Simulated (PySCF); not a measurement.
C₂H₆FInO, SMILES CC[O][InH][F].

Coordinates come from a B3LYP-D3(BJ)/def2-SVP optimisation. The structure was generated by enumeration; whether it is a known compound was not checked. The def2 effective core potentials stand for the cores of In; spin–orbit coupling is left out. One conformer was computed; it need not be the lowest.

Two levels are set side by side: PBE/def2-TZVP (PySCF) and HF/def2-TZVP (PySCF). Same geometry, gas phase. Differences are taken from unrounded values.

```tsv
quantity	HF	PBE	PBE minus HF
orbital gap (eV)	12.22	3.89	-8.34
highest occupied level (eV)	-11.44	-6.25	5.18
lowest empty level (eV)	0.79	-2.37	-3.15
dipole moment (D)	2.01	1.65	-0.36
mean polarisability (bohr³)	54.6	66.8	12.2
```

PBE's occupied levels lie high since its potential decays too fast outside the molecule; exact exchange lowers them and widens the gap. Loosely held outer electrons make PBE densities more polarisable. Differences between two approximate levels are no errors against the true value.

Rough cost on one machine, each run with all the roots and properties that it gave: HF against PBE about 1/3.
